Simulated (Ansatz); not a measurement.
A single point on F2H2Se2Si (`F[Si](F)([SeH])[SeH]`).

```yaml
crystal:
  periodic: [false, false, false]
  atoms:
    - {symbol: F, position_ang: [1.266503, -0.660502, 1.466380]}
    - {symbol: Si, position_ang: [0.259416, -0.556723, 0.247272]}
    - {symbol: F, position_ang: [-0.020463, -2.039952, -0.235338]}
    - {symbol: Se, position_ang: [-1.766760, 0.214991, 0.843413]}
    - {symbol: Se, position_ang: [1.370392, 0.668701, -1.276025]}
    - {symbol: H, position_ang: [-1.227744, 1.566771, 1.042083]}
    - {symbol: H, position_ang: [0.179856, 0.738514, -2.133387]}
basis:
  gaussian: {orbitals: def2-QZVPP}
correlation: {method: mp2}
```

```sh
$ ansatz run in.yaml --threads 4 --pin off --events-out ev --progress --plain --max-ram 10444MiB
```

It prints (some lines left out):

```
Functional definition: HF
2679 factors; integrals over basis functions are off by at most 9.9e-4 eV
mean field evaluation 1: about -143920.2337 eV, gradient 3.8e1 eV
mean field evaluation 2: about -143920.3812 eV, gradient 3.8e1 eV
mean field evaluation 4: about -143923.2273 eV, gradient 2.8e0 eV
mean field evaluation 8: about -143923.2772 eV, gradient 2.5e-1 eV
mean field evaluation 16: about -143923.2776 eV, gradient 2.2e-6 eV
mean field -143923.27763582 eV, -5289.0828984151 hartree, gradient 2.2e-6 eV, S^2 0.000000; 0 other end points of the search recorded, 0 dependent functions left out
25 core orbitals not correlated: weight in the atoms' cores, before any rotation towards them, 1.000 or more for the frozen orbitals, at most 0.000 for the correlated occupied ones
reference -143923.27763582 eV, -5289.0828984151 hartree; 26, 26 occupied and 371, 371 virtual orbitals, 2679 factors
second order -49.64634696 eV of doubles, -0.00000000 eV of singles
Total energy: -143972.92398278 eV, -5290.9073680143 hartree
```

Run time 20 s (4 threads of an Intel Xeon Platinum 8175M on a shared host); peak host memory 2.3 GiB.
